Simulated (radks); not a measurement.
The numbers below are computed, except where a source is named.
Problem. Valence configurations of the cerium ion Ce2+ (all share [Xe]). Level of theory: Dirac Kohn-Sham, LDA (Slater exchange, Perdew-Wang correlation), spin-unpolarised, spherical densities, point nucleus; open shells are shared between the two j in proportion to 2j + 1 (a radial shooting solver on a logarithmic mesh with Libxc functionals). Order these by energy: 6s2; 4f1.5 5d0.5; 4f1 5d1; 4f1.5 6p0.5; 5d1 6s1; 4f1 6s1; 4f1.5 6s0.5; 4f2; 4f1 6p1; 5d2.

Solution. From the lowest, in eV above it: 4f2 0.000; 4f1.5 5d0.5 0.270; 4f1.5 6s0.5 0.689; 4f1 5d1 1.489; 4f1.5 6p0.5 2.552; 4f1 6s1 2.795; 4f1 6p1 6.740; 5d2 7.342; 5d1 6s1 9.486; 6s2 12.300. NIST lists [Xe] 4f2 as the ground configuration; this level of theory agrees among the configurations tried. The energies are those of spherical spin-averaged densities, not of single terms.
